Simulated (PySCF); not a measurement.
Input of a run (PBE0-D3(BJ)/def2-SVP geometry optimisation, gas phase (PySCF 2.14.0)), started from GFN2-xTB:
```
{"job": {"xc": "PBE0", "basis": "def2-SVP", "d3": "d3bj", "grid": 2, "kind": "geom"}, "charge": 0, "multiplicity": 1}
C      3.102775    -0.087877     1.333864
S      1.439615     0.644724     1.371579
C      0.636525    -0.289048     0.144407
C      1.082454    -1.310908    -0.611418
C      0.016780    -1.741408    -1.487304
C     -1.075921    -0.997351    -1.279628
C     -0.797861     0.024168    -0.208631
C     -1.749279    -0.058834     0.953277
C     -2.391563     1.104743     1.093482
C     -1.931326     2.033814     0.079043
C     -1.007594     1.437709    -0.680885
H      3.686160     0.442296     2.079439
H      3.041700    -1.141351     1.588908
H      3.538952     0.050458     0.349001
H      2.058650    -1.758311    -0.592588
H      0.118018    -2.546889    -2.193128
H     -2.030586    -1.062200    -1.765541
H     -1.852153    -0.952681     1.538906
H     -3.134588     1.342668     1.833603
H     -2.294215     3.041141    -0.021641
H     -0.465463     1.842080    -1.514851
```

Output (energies in Eh, forces in Eh/bohr):
```
step   0  E = -784.21563610  max force = 0.017133
step   1  E = -784.21869345  max force = 0.002376
step   2  E = -784.21872229  max force = 0.000561
step   3  E = -784.21872533  max force = 0.000443
optimisation converged
```

Q: Summarise the run.

A: The energy falls by 8.1 kJ/mol over 4 energy and gradient evaluations, the largest force component goes from 0.0171 to 4.4e-04 Eh/bohr, and the atoms move by 0.031 Å rms after alignment. Among the bonds, C1–S2, C4–C5 and C9–C10 change most and about equally (-0.019 to +0.018 Å). Bonds longer at the end by more than 0.005 Å: 20 of 22; shorter: 1. The energy never rose by more than 1e-6 Eh on the way. The first step brought 99 % of the lowering.

Q: What are the final bond lengths?

A: C1–S2 1.799 Å, S2–C3 1.735 Å, C3=C4 1.357 Å, C4–C5 1.463 Å, C5=C6 1.347 Å, C6–C7 1.514 Å, C7–C8 1.512 Å, C8=C9 1.346 Å, C9–C10 1.468 Å, C10=C11 1.346 Å, C3–C7 1.522 Å, C7–C11 1.513 Å, C1–H12 1.098 Å, C1–H13 1.100 Å, C1–H14 1.100 Å, C4–H15 1.090 Å, C5–H16 1.092 Å, C6–H17 1.089 Å, C8–H18 1.090 Å, C9–H19 1.091 Å, C10–H20 1.091 Å, C11–H21 1.090 Å. Numbering counts from 1 in the input's order; the species is `CSC1=CC=CC12C=CC=C2`.

The run used 208 basis functions and 32 SCF cycles in all.

Not checked by PBE0-D3(BJ)/def2-SVP frequencies. The numbers are those of one conformer.

Shape of the structure used: `[CH3:1][S:2][C:3]1=[CH:4][CH:5]=[CH:6][C:7]12[CH:8]=[CH:9][CH:10]=[CH:11]2`: C1–S2–C3–C4 0°.
